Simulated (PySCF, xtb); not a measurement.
BClGeH4, SMILES Cl[BH][GeH3].

Harmonic wavenumbers (cm⁻¹) from xtb with GFN2-xTB at its own minimum, in rising order: 63, 158, 352, 412, 573, 638, 814, 818, 894, 900, 1049, 2011, 2071, 2092, 2601.

What does TPSSh-D3(BJ)/def2-SVP (PySCF 2.14.0) give at its own minimum? (An estimate is asked for; the answer gives what the named calculation found.)

25, 163, 407, 426, 606, 730, 813, 852, 891, 897, 1069, 2136, 2136, 2161, 2658. Paired by order, the mean absolute difference is 41 cm⁻¹ and the zero-point energies are 22.1 and 22.8 kcal/mol.
